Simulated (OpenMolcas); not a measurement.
**How basis sets differ on C2H9NSi (SMILES CN(C)[SiH3])**

C2H9NSi has 13 atoms, charge 0, and is taken as a singlet. SMILES: `CN(C)[SiH3]`. The shape is that of a PBE0-D4/def2-TZVP optimisation.

Quantity: the dipole moment, in D. The values are calculated.

```csv
level,kind,program,value (D),CPU time
HF/ANO-RCC-MB (DKH2),Hartree–Fock,OpenMolcas,0.53,9.5 s
HF/STO-3G,Hartree–Fock,OpenMolcas,0.39,2.6 s
HF/3-21G,Hartree–Fock,OpenMolcas,0.96,3.5 s
"HF/ANO-RCC-VDZ (DKH2, RICD fitting)",Hartree–Fock,OpenMolcas,0.79,3 s
HF/6-31G* (spherical functions),Hartree–Fock,OpenMolcas,0.95,16 s
```

The values span 0.39 to 0.96 D. Magnitudes only. Sets without polarisation functions give poor dipoles. CPU times are rough (shared hosts, several kinds of processor and program).
